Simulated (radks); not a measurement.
The numbers below are computed, except where a source is named.
Spherical quantum dot in the effective-mass picture: electrons in a well V = -V0 / (1 + exp((r - R)/a)) with V0 = 27.4, R = 2.13, a = 0.2, all in effective atomic units (hartree* = m*/eps^2 hartree, bohr* = eps/m* bohr), one dielectric constant everywhere. Level of theory: non-relativistic Kohn-Sham, PBE, spin-polarised, spherical densities (a radial shooting solver with Libxc functionals). Levels are named by radial order and angular momentum (1s, 1p, 1d, 2s, ...), and open shells are averaged over m. Results are scaled to m* = 0.349 and eps = 15.8, for which hartree* = 38.04 meV and bohr* = 2.396 nm.

N = 9, configuration 1s2 1p6 1d(up 1, down 0). This is the lowest configuration that the search found. Occupied and some empty levels:

level    occupation  eigenvalue (meV)  <r> (nm)
1s up             1           -750.96     2.649
1s down           1           -749.65     2.637
1p up             3           -710.97     3.013
1p down           3           -709.26     3.007
1d up             1           -656.09     3.271
1d down           0           -654.17     3.269
2s up             0           -613.63     2.520
2s down           0           -612.81     2.525
1f up             0           -589.15     3.477
1f down           0           -587.13     3.477
2p up             0           -533.44     2.876
2p down           0           -532.49     2.878

Energy (meV): total -7477.31, kinetic 668.51, external -9056.1, Hartree 1124.0, exchange-correlation -213.78.

Electron density:

r (nm)  n(r) (e/nm^3)
0.277         0.01676
0.586         0.01937
0.894         0.02360
1.20          0.02898
1.51          0.03479
1.82          0.04008
2.13          0.04377
2.44          0.04481
2.75          0.04248
3.05          0.03669
3.36          0.02839
3.67          0.01913
3.98          0.01098
4.29         0.005252
4.60         0.002054
4.90        0.0006552
5.21        0.0001697
5.52       0.00003726
5.83        7.267e-06
6.14        1.323e-06
